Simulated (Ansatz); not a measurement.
Calculation: B3LYP-D3(BJ)/def2-SVP run with Ansatz (a quantum-chemistry and plane-wave program). No frequencies were computed at this level.

Ansatz 0.2 input:
```yaml
crystal:
  periodic: [false, false, false]
  atoms:
    - { symbol: C, position_ang: [0.918921, 2.081336, -0.05126] }
    - { symbol: C, position_ang: [0.363509, 0.692157, -0.021879] }
    - { symbol: C, position_ang: [1.192303, -0.425804, -0.104678] }
    - { symbol: Si, position_ang: [3.063918, -0.247855, -0.258663] }
    - { symbol: C, position_ang: [0.623477, -1.706764, -0.072856] }
    - { symbol: C, position_ang: [-0.731079, -1.910606, 0.037672] }
    - { symbol: C, position_ang: [-1.576365, -0.80404, 0.121707] }
    - { symbol: C, position_ang: [-2.997077, -0.75883, 0.240795] }
    - { symbol: C, position_ang: [-3.474828, 0.50065, 0.296032] }
    - { symbol: S, position_ang: [-2.243451, 1.71232, 0.208084] }
    - { symbol: C, position_ang: [-1.00616, 0.481995, 0.089832] }
    - { symbol: H, position_ang: [1.464733, 2.253361, -0.977655] }
    - { symbol: H, position_ang: [0.12002, 2.815924, 0.024374] }
    - { symbol: H, position_ang: [1.611046, 2.231948, 0.775778] }
    - { symbol: H, position_ang: [3.652718, -1.586209, -0.324154] }
    - { symbol: H, position_ang: [3.597383, 0.465583, 0.906069] }
    - { symbol: H, position_ang: [3.398469, 0.494739, -1.478011] }
    - { symbol: H, position_ang: [1.279405, -2.563116, -0.138038] }
    - { symbol: H, position_ang: [-1.14685, -2.907139, 0.060196] }
    - { symbol: H, position_ang: [-3.614562, -1.638667, 0.281574] }
    - { symbol: H, position_ang: [-4.495531, 0.819018, 0.38508] }
basis:
  gaussian: { orbitals: def2-svp }
hamiltonian:
  xc: b3lyp
  dispersion: d3bj
relax:
  max_steps: 150
```

Output:

```
Functional definition: B3LYP
2407 factors; integrals over basis functions are off by at most 5.3e-4 eV
mean field evaluation 1: about -28180.7147 eV, gradient 7.7e1 eV
mean field evaluation 2: about -28159.9703 eV, gradient 1.2e2 eV
mean field evaluation 4: about -28196.7533 eV, gradient 1.3e1 eV
mean field evaluation 8: about -28197.2816 eV, gradient 7.5e-1 eV
mean field evaluation 16: about -28197.2831 eV, gradient 2.8e-4 eV
mean field -28197.28307780 eV, -1036.2310403041 hartree, gradient 3.9e-5 eV, S^2 0.000000; 0 other end points of the search recorded, 0 dependent functions left out
reference -28197.28341037 eV, -1036.2310525258 hartree; 47, 47 occupied and 165, 165 virtual orbitals, 2407 factors
relax step   1: F+E_penalty+E_count = -28198.62352619 eV  Δ(F+E_penalty+E_count) = +0.000e0 eV  max|allowed force component| = 7.309e-1 eV/Å  Δτ_max = 0.0000 Å  (31 SCF iters, accepted)
these checks for a lower state are left out or cut short: starts, cluster_reference, orbital_swaps, neighbouring_geometries, increment
2407 factors; integrals over basis functions are off by at most 5.7e-4 eV
mean field -28197.38747149 eV, -1036.2348767016 hartree, gradient 8.7e-6 eV, S^2 0.000000; 0 other end points of the search recorded, 0 dependent functions left out
reference -28197.38780695 eV, -1036.2348890297 hartree; 47, 47 occupied and 165, 165 virtual orbitals, 2407 factors
relax step   2: F+E_penalty+E_count = -28198.72036670 eV  Δ(F+E_penalty+E_count) = -9.684e-2 eV  max|allowed force component| = 2.247e-1 eV/Å  Δτ_max = 0.0481 Å  (34 SCF iters, accepted)
these checks for a lower state are left out or cut short: starts, cluster_reference, orbital_swaps, neighbouring_geometries, increment
2407 factors; integrals over basis functions are off by at most 5.9e-4 eV
mean field evaluation 32: about -28197.3966 eV, gradient 2.5e-4 eV
mean field -28197.39662678 eV, -1036.2352131523 hartree, gradient 9.0e-6 eV, S^2 0.000000; 0 other end points of the search recorded, 0 dependent functions left out
reference -28197.39696299 eV, -1036.2352255079 hartree; 47, 47 occupied and 165, 165 virtual orbitals, 2407 factors
relax step   3: F+E_penalty+E_count = -28198.72771099 eV  Δ(F+E_penalty+E_count) = -7.344e-3 eV  max|allowed force component| = 5.236e-2 eV/Å  Δτ_max = 0.0123 Å  (36 SCF iters, accepted)
these checks for a lower state are left out or cut short: starts, cluster_reference, orbital_swaps, neighbouring_geometries, increment
2407 factors; integrals over basis functions are off by at most 5.9e-4 eV
mean field -28197.39691500 eV, -1036.2352237442 hartree, gradient 1.5e-5 eV, S^2 0.000000; 0 other end points of the search recorded, 0 dependent functions left out
reference -28197.39725122 eV, -1036.2352361002 hartree; 47, 47 occupied and 165, 165 virtual orbitals, 2407 factors
relax step   4: F+E_penalty+E_count = -28198.72789263 eV  Δ(F+E_penalty+E_count) = -1.816e-4 eV  max|allowed force component| = 1.806e-2 eV/Å  Δτ_max = 0.0043 Å  (26 SCF iters, accepted)
these checks for a lower state are left out or cut short: starts, cluster_reference, orbital_swaps, neighbouring_geometries, increment
2407 factors; integrals over basis functions are off by at most 5.9e-4 eV
mean field -28197.39686095 eV, -1036.2352217579 hartree, gradient 5.4e-5 eV, S^2 0.000000; 0 other end points of the search recorded, 0 dependent functions left out
reference -28197.39719715 eV, -1036.2352341128 hartree; 47, 47 occupied and 165, 165 virtual orbitals, 2407 factors
relax step   5: F+E_penalty+E_count = -28198.72792461 eV  Δ(F+E_penalty+E_count) = -3.198e-5 eV  max|allowed force component| = 4.213e-3 eV/Å  Δτ_max = 0.0020 Å  (23 SCF iters, accepted)
2407 factors; integrals over basis functions are off by at most 5.9e-4 eV
mean field evaluation 64: about -28197.3969 eV, gradient 1.9e-5 eV
mean field -28197.39686095 eV, -1036.2352217579 hartree, gradient 5.4e-5 eV, S^2 0.000000; 1 other end points of the search recorded, 0 dependent functions left out
reference -28197.39719715 eV, -1036.2352341128 hartree; 47, 47 occupied and 165, 165 virtual orbitals, 2407 factors
Total energy: -28198.72826081 eV, -1036.2841498001 hartree
Atom 0 at     0.929818     2.102565    -0.051910 Å, force     0.000519     0.000473    -0.000040 eV/Å
Atom 1 at     0.363387     0.704963    -0.021711 Å, force    -0.004213     0.001146     0.000360 eV/Å
Atom 2 at     1.198774    -0.427947    -0.105243 Å, force    -0.001413    -0.001314     0.000112 eV/Å
Atom 3 at     3.065730    -0.253764    -0.258884 Å, force     0.002368    -0.000046    -0.000195 eV/Å
Atom 4 at     0.631345    -1.725704    -0.073744 Å, force     0.001780     0.002294    -0.000138 eV/Å
Atom 5 at    -0.737206    -1.928735     0.037961 Å, force    -0.003035     0.000263     0.000267 eV/Å
Atom 6 at    -1.591195    -0.814793     0.122813 Å, force     0.000753     0.000127    -0.000092 eV/Å
Atom 7 at    -3.026008    -0.769840     0.243071 Å, force     0.002711     0.001317    -0.000149 eV/Å
Atom 8 at    -3.510479     0.502368     0.299033 Å, force     0.001658     0.002450    -0.000179 eV/Å
Atom 9 at    -2.265476     1.721061     0.210021 Å, force    -0.001369    -0.002616     0.000139 eV/Å
Atom 10 at    -1.019208     0.486128     0.090972 Å, force     0.000848    -0.001699    -0.000115 eV/Å
Atom 11 at     1.486018     2.286315    -0.985958 Å, force    -0.000202    -0.000169     0.000103 eV/Å
Atom 12 at     0.146415     2.869395     0.022830 Å, force     0.000221    -0.000031    -0.000016 eV/Å
Atom 13 at     1.633489     2.264732     0.781228 Å, force    -0.000217    -0.000167    -0.000073 eV/Å
Atom 14 at     3.667180    -1.616229    -0.325721 Å, force    -0.000490    -0.000320     0.000038 eV/Å
Atom 15 at     3.647945     0.476003     0.907709 Å, force     0.000105    -0.000135    -0.000015 eV/Å
Atom 16 at     3.448081     0.505287    -1.487754 Å, force     0.000104    -0.000138    -0.000008 eV/Å
Atom 17 at     1.290226    -2.595385    -0.139337 Å, force    -0.000462    -0.000298     0.000040 eV/Å
Atom 18 at    -1.152134    -2.939204     0.060243 Å, force     0.001245    -0.000223    -0.000107 eV/Å
Atom 19 at    -3.655719    -1.659499     0.284747 Å, force    -0.001086     0.000598     0.000105 eV/Å
Atom 20 at    -4.550984     0.812283     0.389633 Å, force     0.000174    -0.001510    -0.000037 eV/Å
Dipole moment:    -0.215283    -0.006926     0.017875 e Å
```

Cost: about 2.2 core-minutes (a rough figure).
